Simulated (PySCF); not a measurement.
PySCF was given this input:
```python
from pyscf import gto, scf, dft

mol = gto.M(
    atom='''
Sb    0.30909700    0.14576016    0.11713826
F    -1.01713081    0.56899201   -1.18080934
F    -0.73441883   -1.39496627    0.51702590
''',
    basis='sto-3g',
    charge=1,
    verbose=4,
)

mf = dft.RKS(mol)
mf.xc = 'pbe0'
mf.kernel()
```

Problem. What is the computed total energy (PBE0/STO-3G (PySCF))?

Solution. -6449.5392 Eh

Problem. What is the computed HOMO-LUMO gap (PBE0/STO-3G)?

Solution. 4.70 eV

Problem. Estimate the nuclear repulsion energy that PBE0/STO-3G returns for this input.

Solution. 271.6421 Eh

Problem. Predict the Mulliken (on the basis functions themselves) charges in atom order from PBE0/STO-3G.

Solution. Sb1 1.17, F2 -0.09, F3 -0.09

Problem. What is the computed number of basis functions (PBE0/STO-3G)?

Solution. 37
